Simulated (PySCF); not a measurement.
Molfile (atoms numbered from 1):
```
C4H2FN3
     RDKit          3D

 10 10  0  0  0  0  0  0  0  0999 V2000
    2.8175   -0.8321   -0.6035 C   0  0  0  0  0  0  0  0  0  0  0  0
    1.6719   -0.5199   -0.4305 C   0  0  0  0  0  0  0  0  0  0  0  0
    0.3347   -0.1300   -0.2327 C   0  0  0  0  0  0  0  0  0  0  0  0
   -0.6363   -0.9664    0.0766 N   0  0  0  0  0  0  0  0  0  0  0  0
   -1.7234   -0.1857    0.1708 N   0  0  0  0  0  0  0  0  0  0  0  0
   -1.3465    1.0855   -0.0898 C   0  0  0  0  0  0  0  0  0  0  0  0
   -2.2199    2.0662   -0.0658 F   0  0  0  0  0  0  0  0  0  0  0  0
   -0.0790    1.1687   -0.3452 N   0  0  0  0  0  0  0  0  0  0  0  0
    3.8169   -1.1127   -0.7554 H   0  0  0  0  0  0  0  0  0  0  0  0
   -2.6271   -0.5688    0.4001 H   0  0  0  0  0  0  0  0  0  0  0  0
  1  2  3  0
  2  3  1  0
  3  4  2  0
  4  5  1  0
  5  6  1  0
  6  7  1  0
  6  8  2  0
  8  3  1  0
  1  9  1  0
  5 10  1  0
M  END
```

Theoretical values (PySCF): B3LYP/pcJ-1 coupling constants (spin–dipole term only in couplings to heteroatoms), NMR shieldings at PBE0/pcSseg-1/GIAO, coordinates at the GFN2-xTB level. Single conformer, gas phase, relativity neglected.

Task: List the cross peaks expected in HSQC, COSY and HMBC spectra.

Result: 

HSQC (one-bond C–H):
```csv
δH,δC,"$^{1}J$(C,H) (Hz)"
2.64 (H9),87.8 (C1),270
```

HMBC (two and three bonds, |J| ≥ 2.5 Hz):
```csv
δH,δC [abs. J in Hz]
2.64 (H9),"148.4 (C3) [5.4], 79.8 (C2) [53.1]"
```

No COSY cross peaks are expected.

References, each an isolated molecule treated in the same way: $^{1}$H (σ = 31.72 ppm) and $^{13}$C (σ = 186.93 ppm) against TMS.

OH and NH positions are those of a molecule without intermolecular hydrogen bonds; in solution they move with solvent, concentration and temperature, and exchange usually removes their couplings. Common functionals overestimate the size of one-bond C–F couplings by tens of Hz; these are unscaled. Shifts are as computed. Against solution values, carbons near 30 ppm lie about +3 ppm off and those near 130 ppm about +5 ppm. Of 1211 compounds with measured shifts, 218 miss one by over three times the rms of a fit or turn the order of signals round; such compounds aren't used in these exercises.
